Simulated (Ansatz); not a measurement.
Geometry optimisation, RHF/def2-SVP (Ansatz 0.2.0).

input.yaml

```yaml
crystal:
  periodic: [false, false, false]
  atoms:
    - { symbol: Zr, position_ang: [-0.503004, -0.165526, -0.532165] }
    - { symbol: F, position_ang: [-0.309197, 1.076147, 2.381945] }
    - { symbol: Cl, position_ang: [1.693292, -0.851638, -0.004257] }
    - { symbol: Cl, position_ang: [-0.649252, 2.122011, -1.090781] }
    - { symbol: Cl, position_ang: [-1.148682, -1.374722, -2.447683] }
    - { symbol: O, position_ang: [-1.826742, -0.715014, 0.876361] }
    - { symbol: H, position_ang: [-2.589317, -1.258929, 0.98926] }
    - { symbol: H, position_ang: [-1.033098, 0.53797, 2.510521] }
basis:
  gaussian: { orbitals: def2-SVP }
hamiltonian:
  xc: hf
relax:
  f_tol: 0.03
  max_steps: 50
```

Launched with:

```bash
$ ansatz run input.yaml --threads 2 --pin off --max-ram 3072MiB --backend cpu --events-out ev --progress --plain --runs-dir out
```

Task: Where does it end, and by what steps?

Result: The forces met the threshold. After 8 steps the energy has fallen by 0.233 eV; F2 moved furthest, 0.47 Å. Joined: Zr1–F2 (3.17 → 2.48 Å).

```tsv
step	energy less start (eV)	largest force component (eV/Å)	accepted
0	0.0000	1.535	yes
1	-0.1330	0.437	yes
2	-0.2070	0.378	yes
3	-0.1897	0.944	no
4	-0.2289	0.318	yes
5	-0.2322	0.040	yes
6	-0.2324	0.057	yes
7	-0.2325	0.030	yes
8	-0.2326	0.012	yes
```

```xyz
8
Properties=species:S:1:pos:R:3
Zr -0.502 -0.084 -0.311
F -0.265 0.931 1.937
Cl 1.702 -0.867 0.122
Cl -0.713 2.183 -1.000
Cl -1.128 -1.292 -2.251
O -1.869 -0.716 0.914
H -2.615 -1.296 0.942
H -0.977 0.511 2.330
```

Time of the run: 10 s on 2 threads of AMD EPYC 9R45 96-Core Processor (Zen 5), on a shared host, peak memory 0.33 GiB.
